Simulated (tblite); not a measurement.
(GaP)20 cage of four- and six-membered rings (Ga20P20) at step 4 of a GFN2-xTB optimisation (tblite, gas phase), coordinates in Å:

```
  1 Ga   -1.2531   -2.5440   -5.8544
  2 P    -1.4396   -4.1906   -3.8038
  3 Ga    1.1511   -3.7114   -3.8059
  4 P     1.5699   -2.7700   -6.2526
  5 Ga    1.1559   -0.2005   -5.6064
  6 P    -1.4475    0.0613   -6.0030
  7 Ga   -2.1281    0.7735   -3.7994
  8 P    -2.9598   -0.6023   -2.0535
  9 Ga   -2.1055   -2.8161   -1.9683
 10 P    -1.3023   -3.8630    0.0011
 11 Ga    1.1088   -3.4419    0.0004
 12 P     2.4473   -3.0234   -1.9381
 13 Ga    2.6797   -0.5780   -2.0359
 14 P     2.4454    0.9135   -3.9438
 15 Ga    1.1425    2.6933   -3.2157
 16 P    -1.2605    2.9180   -3.5375
 17 Ga   -2.2571    3.9194   -1.6334
 18 P    -3.9267    2.7807    0.0025
 19 Ga   -3.2073    0.4920   -0.0008
 20 P    -2.9667   -0.5952    2.0536
 21 Ga   -2.1059   -2.8219    1.9663
 22 P    -1.4429   -4.1900    3.8055
 23 Ga    1.1562   -3.7164    3.7852
 24 P     2.4470   -3.0187    1.9373
 25 Ga    2.6834   -0.5894    2.0360
 26 P     3.4411    0.3994    0.0006
 27 Ga    3.4055    2.7446    0.0028
 28 P     2.5407    4.2137   -1.9934
 29 Ga    1.1098    5.1322    0.0008
 30 P    -1.1809    5.6403   -0.0041
 31 Ga   -2.2591    3.9093    1.6375
 32 P     2.5418    4.2166    1.9856
 33 P    -1.2599    2.9202    3.5408
 34 Ga   -2.1256    0.7780    3.7989
 35 Ga    1.1360    2.6955    3.2114
 36 P     2.4411    0.9090    3.9543
 37 Ga   -1.2476   -2.5410    5.8444
 38 P     1.5566   -2.7606    6.2702
 39 Ga    1.1567   -0.1945    5.6046
 40 P    -1.4423    0.0585    6.0093
```

(1) What are the forces on the atoms (eV/Å)?

Results:

(1) 
```
  1 Ga    0.86    0.22    0.59
  2 P     0.24    0.16   -0.50
  3 Ga   -0.78    0.74   -1.05
  4 P    -0.93    0.46    0.82
  5 Ga   -0.74   -1.32   -0.03
  6 P     0.20   -0.39   -0.04
  7 Ga    0.39   -0.66   -0.17
  8 P    -0.41   -0.21   -0.26
  9 Ga    0.53    0.14   -0.29
 10 P     0.16   -0.59   -0.03
 11 Ga   -0.62    0.51   -0.02
 12 P     0.68    0.04    0.13
 13 Ga   -0.58   -0.21   -0.09
 14 P     0.91   -0.33   -0.18
 15 Ga   -0.40    0.38    0.89
 16 P     0.14    0.80   -0.47
 17 Ga    0.10   -0.21    1.08
 18 P     0.40    0.61   -0.01
 19 Ga    0.34    0.60    0.00
 20 P    -0.38   -0.29    0.27
 21 Ga    0.48    0.23    0.32
 22 P     0.26    0.15    0.48
 23 Ga   -0.85    0.71    1.22
 24 P     0.75    0.01   -0.21
 25 Ga   -0.57   -0.09    0.13
 26 P     0.37   -0.49    0.02
 27 Ga   -0.96    1.00   -0.02
 28 P     0.06    0.14    0.63
 29 Ga    0.56   -0.97   -0.02
 30 P    -0.85   -0.19    0.03
 31 Ga    0.10   -0.17   -1.12
 32 P     0.04    0.12   -0.58
 33 P     0.14    0.82    0.49
 34 Ga    0.38   -0.72    0.23
 35 Ga   -0.30    0.32   -0.86
 36 P     0.93   -0.24    0.02
 37 Ga    0.88    0.23   -0.56
 38 P    -0.92    0.43   -0.91
 39 Ga   -0.80   -1.38    0.11
 40 P     0.17   -0.36   -0.03
```
